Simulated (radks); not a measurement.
Values are calculated unless marked as measured or tabulated.
Task: The mean radii <r> (bohr) of the occupied orbitals of an atom or ion are listed with their occupations. Code: a radial shooting solver on a logarithmic mesh with Libxc functionals. Model: Dirac Kohn-Sham, PBE, spin-unpolarised, spherical densities, finite nucleus; Fermi nuclear charge, rms radius of each element as measured or else 0.836 A^(1/3) + 0.57 fm.

| orbital | occ. | <r> |
|---|---|---|
| 1s1/2 | 2 | 0.02232 |
| 2s1/2 | 2 | 0.09459 |
| 2p1/2 | 2 | 0.07907 |
| 2p3/2 | 4 | 0.08580 |
| 3s1/2 | 2 | 0.2492 |
| 3p1/2 | 2 | 0.2388 |
| 3p3/2 | 4 | 0.2517 |
| 3d3/2 | 4 | 0.2236 |
| 3d5/2 | 6 | 0.2276 |
| 4s1/2 | 2 | 0.5661 |
| 4p1/2 | 2 | 0.5792 |
| 4p3/2 | 4 | 0.6085 |
| 4d3/2 | 4 | 0.6484 |
| 4d5/2 | 6 | 0.6589 |
| 5s1/2 | 2 | 1.383 |
| 5p1/2 | 2 | 1.563 |
| 5p3/2 | 4 | 1.664 |
| 6s1/2 | 2 | 4.271 |
| 4f5/2 | 6 | 0.9717 |
| 4f7/2 | 1 | 0.9951 |

Name the element and its charge. Open shells, if any, fill j = l - 1/2 first.

Result: Z = 63, europium, charge 0: Eu in [Xe] 4f7 6s2. The 1s radius gives Z: for a bare nucleus <r> = (2 gamma + 1)/(2Z) with gamma = sqrt(1 - (Z/c)^2), 0.02203 bohr for Z = 63, and screening makes it slightly larger (0.02232 here). The occupations add up to 63, and the charge is Z minus that.
